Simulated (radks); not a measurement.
Values are calculated unless marked as measured or tabulated.
Problem. These are the eigenvalues of the occupied orbitals of an atom or ion with whole-number occupations (eV). Level of theory: scalar-relativistic Kohn-Sham, exchange-only B88, spin-polarised, spherical densities, point nucleus (a radial shooting solver on a logarithmic mesh with Libxc functionals).

1s up: -59297.57
1s down: -59297.57
2s up: -10003.63
2s down: -10003.62
2p up: -8832.067
2p down: -8832.058
3s up: -2247.529
3s down: -2247.069
3p up: -1892.864
3p down: -1892.404
3d up: -1455.125
3d down: -1454.774
4s up: -442.1978
4s down: -441.2221
4p up: -325.6634
4p down: -324.7037
4d up: -171.0050
4d down: -170.0630
5s up: -52.6046
5s down: -52.1392
5p up: -26.0867
5p down: -25.7595
6s up: -3.2912
6s down: -3.2703
4f up: -2.4834
4f down: -1.6656

Which element is it, and in what charge state? The configuration may be excited. Open shells, if any, are filled with parallel spins first.

Solution. Z = 69, thulium, charge 0: Tm in [Xe] 4f13 6s2. The list shows which subshells hold electrons but not how many an open one holds; the 1s level, -2179.1 hartree, gives Z - s = 66.0 by -(Z - s)^2/2, which with screening and relativity narrows Z to a few neighbours, and the depths of the outer levels then fix element, charge and occupations together.
